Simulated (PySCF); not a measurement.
A structure optimised at PBE-D3(BJ)/def2-SVP, used in a PySCF frequency run:

```
O
C 1 1.4035
H 2 1.1130 1 110.38
H 2 1.1130 3 107.33 1 120.34
H 2 1.1139 3 107.71 4 115.73
Al 1 1.6949 2 139.82 3 -120.75
F 6 1.6776 1 121.99 2 0.00
Se 6 2.3063 7 120.35 1 180.00
H 8 1.4864 6 89.96 7 0.00
```

Q: Write its SMILES, formula and point group.

A: C[O][Al]([F])[SeH], CH4AlFOSe, Cs

Q: What are its rotational constants (standard atomic weights)?

A: 4.3272, 1.1264, 0.89892 GHz
